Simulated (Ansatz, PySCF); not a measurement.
Ge(H)2(vinyl)2 (C₄H₈Ge), SMILES C=[CH][GeH2][CH]=C. Atoms are numbered in the order given.

```xyz
13

Ge     0.0699    -0.3426     0.3639
C     -1.6437     0.0997    -0.4371
C     -2.6828     0.5786     0.2604
C      1.4853     0.7427    -0.4060
C      2.5309     0.2298    -1.0688
H     -0.0558    -0.0869     1.8776
H      0.4334    -1.8164     0.1028
H     -1.7547    -0.0391    -1.5219
H     -3.6373     0.8315    -0.2181
H     -2.6284     0.7388     1.3445
H      1.4103     1.8343    -0.3012
H      3.3119     0.8657    -1.5043
H      2.6563    -0.8516    -1.2055
```

The structure is a stationary point at r2SCAN-D4/def2-SVP. One conformer was computed; it need not be the lowest.

Two levels are set side by side: PBE-D3(BJ)/def2-SVP (Ansatz, a program for electronic structure) and r2SCAN-D4/def2-SVP (Ansatz). Each level has its own optimised geometry; the coordinates shown are those of the second. Frequencies come from the Hessian of PySCF at each geometry. Differences are taken from unrounded values.

```
quantity                            r2SCAN-D4
----------------------------------  ---------
mean bond length (Å)                    1.353
bond Ge1–C2 (Å)                         1.943
bond Ge1–C4 (Å)                         1.943
bond C2–C3 (Å)                          1.340
bond C4–C5 (Å)                          1.340
bond Ge1–H6 (Å)                         1.540
bond Ge1–H7 (Å)                         1.540
bond C2–H8 (Å)                          1.099
bond C3–H9 (Å)                          1.097
bond C3–H10 (Å)                         1.097
bond C4–H11 (Å)                         1.099
bond C5–H12 (Å)                         1.097
bond C5–H13 (Å)                         1.097
highest harmonic wavenumber (cm⁻¹)       3206
mean harmonic wavenumber (cm⁻¹)          1323
zero-point energy (kcal/mol)            62.44
```

**Question.** What does PBE-D3(BJ) give, and how far is it from r2SCAN-D4? (Estimate from the structure and the level; the computed values follow.)

**Answer.** 
```
quantity                            PBE-D3(BJ)  PBE-D3(BJ) minus r2SCAN-D4
----------------------------------  ----------  --------------------------
mean bond length (Å)                     1.362                       0.009
bond Ge1–C2 (Å)                          1.954                       0.012
bond Ge1–C4 (Å)                          1.954                       0.012
bond C2–C3 (Å)                           1.346                       0.006
bond C4–C5 (Å)                           1.346                       0.006
bond Ge1–H6 (Å)                          1.555                       0.015
bond Ge1–H7 (Å)                          1.555                       0.015
bond C2–H8 (Å)                           1.106                       0.006
bond C3–H9 (Å)                           1.104                       0.007
bond C3–H10 (Å)                          1.104                       0.007
bond C4–H11 (Å)                          1.106                       0.006
bond C5–H12 (Å)                          1.104                       0.007
bond C5–H13 (Å)                          1.104                       0.007
highest harmonic wavenumber (cm⁻¹)        3136                         -70
mean harmonic wavenumber (cm⁻¹)           1289                         -35
zero-point energy (kcal/mol)             60.79                       -1.65
```
